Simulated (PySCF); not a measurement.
CH5S, SMILES [SH2+]C, charge +1. Geometry: B3LYP-D3(BJ)/def2-TZVP. The isomer is the one that the SMILES or the coordinates give; other isomers of the formula were not compared.

TDDFT-PBE0/def2-TZVPD (PySCF) puts the lowest singlet excitations at 8.43, 8.52, 9.40, 9.63, 10.05, 10.13 eV.

Q: What are the lowest excitation roots from ADC(2)/aug-cc-pVDZ (PySCF)? (An estimate is asked for; the answer gives what the named calculation found.)

A: 9.02, 9.19, 9.78, 10.69, 11.16, 11.29 eV. S1 differs by 0.59 eV (second minus first; roots are paired by order, and the bases may differ).
